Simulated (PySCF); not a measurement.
C2H3BClNO2.

```xyz
10

B      0.1414     0.5145     0.0000
Cl     1.9120     0.5947     0.0000
N     -0.5196    -0.7551     0.0000
C     -0.4597    -1.9621     0.0000
O     -0.4917    -3.1302     0.0000
O     -0.5317     1.6733     0.0000
C     -1.9468     1.7674     0.0000
H     -2.2629     2.3261     0.8935
H     -2.2629     2.3261    -0.8935
H     -2.4220     0.7743     0.0000
```
Charge 0, spin multiplicity 1.

Geometry: r2SCAN-D4/def2-SVP. This is a generated structure with no PubChem entry under its InChIKey; it may be hypothetical. The values are those of a single conformer.

Level of theory: B3LYP/pcSseg-1 in PySCF. Non-relativistic, no solvent.

Problem. Give the absolute GIAO shielding of each atom: isotropic value and principal components (ppm). (The exact figures need the calculation; the answer reports its results.)

Solution. 
| atom | σ(iso) | σ11 | σ22 | σ33 | span |
|---|---|---|---|---|---|
| B1 | 74.5 | 59.4 | 79.1 | 85.0 | 25.6 |
| Cl2 | 802.0 | 606.1 | 816.9 | 982.9 | 376.8 |
| N3 | 191.8 | 121.1 | 150.0 | 304.2 | 183.0 |
| C4 | 46.7 | -62.1 | -55.3 | 257.5 | 319.6 |
| O5 | 155.9 | 66.9 | 76.4 | 324.5 | 257.5 |
| O6 | 188.7 | 30.0 | 212.4 | 323.8 | 293.8 |
| C7 | 121.4 | 91.9 | 95.6 | 176.6 | 84.7 |
| H8 | 27.6 | 23.8 | 25.4 | 33.7 | 9.9 |
| H9 | 27.6 | 23.8 | 25.4 | 33.7 | 9.9 |
| H10 | 27.1 | 22.9 | 27.0 | 31.3 | 8.3 |
